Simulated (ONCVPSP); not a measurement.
## Which change was made? (Cl, ONCV)

* Element: chlorine (Cl)
* Generator: ONCVPSP 4.0.1
* Type: optimised norm-conserving Vanderbilt (ONCV)
* Functional: BLYP
* Relativity: scalar-relativistic
* Frozen core: [He]
* Valence charge: 15
* Reference configuration: 2s2 2p6 3s2 3p5
* Partial waves: 2s+3s: rc 0.90 bohr, ncon 4, nbas 7, qcut 15.7 1/bohr, 2 projectors; 2p+3p: rc 0.60 bohr, ncon 4, nbas 8, qcut 29.1 1/bohr, 2 projectors; d scattering state at 0.04 Ha: rc 0.85 bohr, ncon 4, nbas 7, qcut 12.7 1/bohr, 2 projectors, debl 2 Ha
* Local potential: polynomial inside 0.45 bohr (lpopt 5, dvloc0 4 Ha)
* Core correction: Teter function, fcfact 3, rcfact 1.75

Cutoffs, loose and tight: the cutoffs (Ha) at which the residual kinetic energy of the hardest occupied pseudo-wave falls to 1 and 0.1 mHa per electron. They do not see the model core or the augmentation charge, which bear on the density cutoff. Test errors are all-electron minus pseudo excitation energies from the reference, over the configurations 2s2 2p6 3s2 3p4; 2s2 2p6 3s2 3p3; 2s2 2p6 3s2 3p2; 2s1 2p6 3s2 3p5; variants that change the core or the reference have their own tests.

The base gives: outcome: generated; cutoff, loose: 273 Ha; cutoff, tight: 315 Ha; bound ghosts: none; GHOST(+) flags above zero: none; largest test error (meV): -607.

**Question.** After one change the result is: outcome: failed: ERROR pspot: first pseudo wave function has node, program will stop. Which change was it?
A. all radii but the core radius scaled by about 1.34 (s 1.20, p 0.80, d 1.14 bohr); local potential polynomial inside 0.60 bohr (lpopt 5, dvloc0 4 Ha)
B. all radii but the core radius scaled by about 1.16 (s 1.04, p 0.70, d 0.98 bohr); local potential polynomial inside 0.52 bohr (lpopt 5, dvloc0 4 Ha)
C. all radii but the core radius scaled by about 0.80 (s 0.72, p 0.48, d 0.68 bohr); local potential polynomial inside 0.36 bohr (lpopt 5, dvloc0 4 Ha)

**Answer.** A. The others give: all radii but the core radius scaled by about 1.16 (s 1.04, p 0.70, d 0.98 bohr); local potential polynomial inside 0.52 bohr (lpopt 5, dvloc0 4 Ha) → outcome: generated; cutoff, loose: 225 Ha; cutoff, tight: 261 Ha; bound ghosts: none; GHOST(+) flags above zero: none; largest test error (meV): -642 | all radii but the core radius scaled by about 0.80 (s 0.72, p 0.48, d 0.68 bohr); local potential polynomial inside 0.36 bohr (lpopt 5, dvloc0 4 Ha) → outcome: generated; cutoff, loose: 326 Ha; cutoff, tight: 370 Ha; bound ghosts: none; GHOST(+) flags above zero: d; largest test error (meV): -370.
